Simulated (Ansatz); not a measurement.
`OB(F)[NH][AlH2]`. The species carries charge 0 and has multiplicity 1.

Z-matrix (Å, degrees):
```
B
F 1 1.346
N 1 1.414 2 119.6
O 1 1.363 2 118.7 3 180.0
Al 3 1.793 1 129.7 2 -0.0
H 3 1.011 1 112.8 2 180.0
H 4 0.960 1 112.5 2 -0.0
H 5 1.583 3 115.7 1 180.0
H 5 1.577 3 120.0 1 -0.0
```

Problem. What are the harmonic wavenumbers in cm⁻¹ at PBE0-D4/def2-TZVP (Ansatz, finite differences of forces, unscaled)? (Estimate.)

Solution. Ansatz gave: 98, 133, 171, 371, 436, 501, 560, 609, 662, 699, 722, 784, 930, 1012, 1179, 1403, 1478, 1940, 1967, 3602, 3899.

Problem. Is this a minimum?

Solution. Yes, all 21 modes are real.

Problem. Give the ideal-gas thermochemistry at 298.15 K and 1 bar (rigid rotor, harmonic oscillator; point group Cs, symmetry number 1).

Solution. Zero-point energy 138.5 kJ/mol; H(298) − E = 158.2 kJ/mol; entropy 334.0 J/(mol·K), of which translation 165.1, rotation 111.2, vibration 57.8; G(298) − E = 58.7 kJ/mol. Modes under 100 cm⁻¹ are hindered rotations or soft bends, so the harmonic entropy is rough.
